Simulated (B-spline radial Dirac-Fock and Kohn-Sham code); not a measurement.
## Dipole and non-dipole photoemission parameters of Sm³⁺ 5p1/2

System: the Sm³⁺ ion, configuration [Xe] 4f5; threshold 58.29 eV (orbital energy of the model). Calculated with an atomic code on a B-spline grid, using Dirac-Hartree-Slater photoionisation with a Latter tail; cross sections with all multipoles, angular parameters from the dipole term and its interference with E2.

Input of the calculation (task.json; shells as n, l, electrons):

```json
{"items": [{
  "Z": 62,
  "q": 3,
  "cfg": [[1, 0, 2], [2, 0, 2], [2, 1, 6], [3, 0, 2], [3, 1, 6], [3, 2, 10], [4, 0, 2], [4, 1, 6], [4, 2, 10], [4, 3, 5], [5, 0, 2], [5, 1, 6]],
  "A": 152,
  "rrms": 5.0819,
  "do": "xps",
  "hv": [60, 65.7, 71.1, 105.0, 126.0, 150, 205.0, 208.0, 265.0, 316.0, 320.0, 363.0, 400, 412.0, 444.0, 483.0, 498.0, 584.0, 1470.0, 1486.9, 1940.0, 4520.0, 5190.0, 5890.0, 6000, 8047.8, 9100.0, 9251.7, 12900.0, 15000]
}]}
```

Run with: `python xray2_run.py task.json out`

For linearly polarised light dσ/dΩ = σ/(4π) [1 + β P₂(cos θ) + (δ + γ cos²θ) sin θ cos φ], with θ from the polarisation vector and φ the angle between the beam and the projection of the electron momentum on the plane normal to the polarisation.

```
hν (eV)  σ (kb)       β       γ       δ
   71.1     340   1.277   0.334  -0.029
    105     111   0.156   0.220  -0.013
    126    77.0  -0.075   0.056   0.008
    150    59.2  -0.025  -0.045   0.025
    205    41.6   0.397  -0.016   0.036
    208    41.0   0.419  -0.011   0.036
    265    32.4   0.769   0.104   0.031
    316    27.4   0.993   0.185   0.025
    320    27.1   1.007   0.190   0.024
    363    23.9   1.142   0.236   0.020
    400    21.7   1.231   0.262   0.016
    412    21.0   1.256   0.268   0.016
    444    19.4   1.315   0.280   0.013
    483    17.7   1.374   0.287   0.011
    498    17.1   1.394   0.289   0.010
    584    14.1   1.485   0.281   0.007
   1470    3.84   1.713   0.019  -0.002
 1486.9    3.77   1.714   0.017  -0.002
   1940    2.40   1.719  -0.021  -0.002
   4520   0.464   1.630   0.271   0.001
   5190   0.345   1.603   0.381   0.004
   5890   0.261   1.577   0.494   0.007
   6000   0.250   1.573   0.512   0.007
 8047.8   0.127   1.502   0.823   0.020
   9100       ?       ?       ?       ?
 9251.7  0.0905   1.465   0.989   0.028
  12900  0.0392   1.367   1.412   0.057
  15000  0.0264   1.318   1.614   0.075
```

Question: Give the values at 9100 eV.

Answer: σ = 0.0943 kb, β = 1.470, γ = 0.969, δ = 0.027.
